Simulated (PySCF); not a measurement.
Si(H)(Cl)(Me)(NH2) (CH6ClNSi), SMILES C[SiH](N)Cl. The structure is a stationary point at B3LYP-D3(BJ)/def2-SVP. Other conformers were not sampled.

Computed with B3LYP-D3(BJ)/def2-SVP (PySCF).

Harmonic wavenumbers (cm⁻¹): 153, 187, 210, 255, 296, 461, 504, 641, 699, 768, 835, 880, 896, 928, 1276, 1431, 1434, 1549, 2256, 3034, 3125, 3136, 3557, 3647. Rotational constants (GHz): 5.757, 3.145, 2.284; symmetry number 1.

Problem. Work out the zero-point energy and the ideal-gas rigid-rotor harmonic-oscillator thermochemistry at 298.15 K and 1 atm.

Solution. ZPE = ½ Σ hcν = ½ × 32159 cm⁻¹ = 192.35 kJ/mol. H − E(el) = 212.10 kJ/mol. Entropy in J/(mol K): translation 165.62, rotation 110.69, vibration 54.67, total 330.98. G − E(el) = 113.42 kJ/mol. Cp = 102.65 J/(mol K).
